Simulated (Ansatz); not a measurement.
Reaction (redistribution): `[OH][Ge][O][SiH3]` + `C[SiH3]` → `[CH3][Ge][OH]` + `[SiH3]O[SiH3]`

Computed with Ansatz on PBE0-D4/def2-TZVP structures; ΔE is electronic, products minus reactants. CBS: MP2 limit from def2 TZ/QZ plus the TZ coupled-cluster correction, frozen cores. This one scheme is used for every species. Functionals use def2-TZVPP. HSE06 is defined as in plane-wave codes. For Ge outer-core shells are correlated without core-valence functions, which leaves a few kJ/mol of doubt a bond. Scalar relativity is left out up to krypton. Each species was taken in one conformer, which may not be the lowest.

`[OH][Ge][O][SiH3]`:

Z-matrix (Å, degrees):
```
Si
O 1 1.640
H 1 1.486 2 109.6
H 1 1.486 2 109.6 3 -119.8
H 1 1.490 2 110.8 3 120.1
Ge 2 1.800 1 137.6 3 -120.2
O 6 1.774 2 96.3 1 179.9
H 7 0.964 6 112.5 2 -0.0
```

`C[SiH3]`:

```xyz
8

C    -0.102   -0.205   -0.960
Si    0.091    0.183    0.859
H     0.242   -1.218   -1.180
H     0.480    0.491   -1.569
H    -1.148   -0.127   -1.264
H    -0.701   -0.767    1.687
H    -0.380    1.563    1.157
H     1.518    0.080    1.271
```

`[CH3][Ge][OH]`:

Z-matrix (Å, degrees):
```
C
Ge 1 2.003
H 1 1.092 2 112.4
H 1 1.096 2 109.8 3 120.8
H 1 1.096 2 109.8 3 -120.8
O 2 1.791 1 97.5 3 -180.0
H 6 0.962 2 114.7 1 0.0
```

`[SiH3]O[SiH3]`:

```xyz
9

Si   -1.201    0.304   -0.964
O    -0.146    0.377    0.282
Si    1.178   -0.246    1.007
H    -0.486    0.495   -2.253
H    -2.204    1.381   -0.786
H    -1.883   -1.017   -0.981
H     1.447    0.538    2.236
H     2.350   -0.162    0.095
H     0.945   -1.670    1.364
```

```tsv
level	ΔE (kJ/mol)	difference from CCSD(T)/CBS
LDA (SPW92)	37.4	13.6
r2SCAN-D4	32.1	8.3
HSE06-D4	30.5	6.7
ωB97M-V	28.9	5.1
B2PLYP	28.1	4.3
PBE-QIDH	27.3	3.5
PBE	36.5	12.7
revPBE	35.8	12.0
PBE0	30.4	6.6
r2SCANh	30.1	6.3
BHLYP	21.8	-2.0
CAM-B3LYP	27.3	3.5
CCSD(T)/def2-SVP	41.1	17.3
HF/def2-QZVPP	13.0	-10.8
SCS-MP2/def2-QZVPP	23.3	-0.5
MP2/CBS(def2)	25.4	1.6
CCSD(T)/CBS	23.8	0
```

Largest T1 diagnostic among the species: 0.015.

In def2-TZVPP, CCSD(T) changes the Hartree–Fock value by +11.3 kJ/mol (the triples alone add +3.2 kJ/mol) and MP2 by +12.9 kJ/mol. From r2SCAN to r2SCAN0 (25 % exact exchange), in def2-TZVPP and without D4, ΔE moves by −4.6 kJ/mol. At CCSD(T), def2-SVP lies +17.3 kJ/mol from the extrapolated value and def2-TZVPP +1.6 kJ/mol.
